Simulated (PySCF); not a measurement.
C2H7Si, SMILES [CH2][SiH2]C, multiplicity 2.

Geometry: r2SCAN-D4/def2-SVP. The isomer is the one that the SMILES or the coordinates give; other isomers of the formula were not compared.

Method: TDA-M06-2X/def2-SVPD (PySCF 2.14.0).

Vertical excitations. 

```
state    energy (eV)  λ (nm)      f                                                main pairs
-------  -----------  ------  -----  --------------------------------------------------------
root 1          4.37     284  0.002                                        β HOMO−2→LUMO 88 %
root 2          5.55     224  0.002  β HOMO→LUMO 70 %, β HOMO−5→LUMO 12 %, β HOMO−3→LUMO 11 %
root 3          6.02     206  0.015                      α HOMO→LUMO 45 %, α HOMO→LUMO+1 42 %
root 4          6.10     203  0.039                                        β HOMO−1→LUMO 87 %
root 5          6.44     193  0.004  α HOMO→LUMO+1 41 %, α HOMO→LUMO 34 %, α HOMO→LUMO+3 12 %
root 6          6.60     188  0.002  β HOMO−5→LUMO 41 %, β HOMO−3→LUMO 30 %, β HOMO→LUMO 21 %
root 7          7.11     174  0.011                                        α HOMO→LUMO+2 85 %
root 8          7.33     169  0.001                                        α HOMO→LUMO+3 71 %
root 9          7.62     163  0.018                                        α HOMO→LUMO+4 74 %
root 10         7.97     155  0.032                    α HOMO→LUMO+5 62 %, α HOMO→LUMO+6 19 %
```
Unrestricted roots are not spin-pure.
